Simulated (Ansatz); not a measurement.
`C[O][AlH][CH2]Cl` and `Cl[CH2][AlH][Cl]` differ in one atom or group.

Ansatz, PBE0-D4/def2-TZVP geometries, multiplicity 1. Each molecule was computed in one conformer, which needn't be the lowest.

```json
{"property": "HOMO–LUMO gap (PBE0/def2-TZVPP) / eV", "`C[O][AlH][CH2]Cl`": "7.22"}
{"property": "HOMO energy (PBE0/def2-TZVPP) / eV", "`C[O][AlH][CH2]Cl`": "-7.69"}
{"property": "HOMO–LUMO gap (ωB97M-V/def2-TZVPP) / eV", "`C[O][AlH][CH2]Cl`": "11.16"}
{"property": "HOMO–LUMO gap (PBE/def2-TZVPP) / eV", "`C[O][AlH][CH2]Cl`": "4.87"}
{"property": "LUMO energy (B3LYP/def2-TZVPP) / eV", "`C[O][AlH][CH2]Cl`": "-0.73"}
{"property": "LUMO energy (ωB97M-V/def2-TZVPP) / eV", "`C[O][AlH][CH2]Cl`": "1.19"}
```

(1) Give the same properties after the change, and the shifts. (Best estimate.)

## Answers

(1) The calculation gave: 
| property | `Cl[CH2][AlH][Cl]` | shift |
| --- | --- | --- |
| HOMO–LUMO gap (PBE0/def2-TZVPP) / eV | 7.41 | 0.19 |
| HOMO energy (PBE0/def2-TZVPP) / eV | -8.21 | -0.52 |
| HOMO–LUMO gap (ωB97M-V/def2-TZVPP) / eV | 11.32 | 0.16 |
| HOMO–LUMO gap (PBE/def2-TZVPP) / eV | 5.18 | 0.31 |
| LUMO energy (B3LYP/def2-TZVPP) / eV | -1.04 | -0.31 |
| LUMO energy (ωB97M-V/def2-TZVPP) / eV | 0.91 | -0.28 |

With PBE0 the HOMO falls by 0.52 eV and the LUMO falls by 0.31 eV, so the gap widens by about 0.21 eV. PBE moves the HOMO by -0.62 eV and ωB97M-V by -0.44 eV.

B3LYP here is the variant with VWN-RPA as its local correlation; programs differ in this.
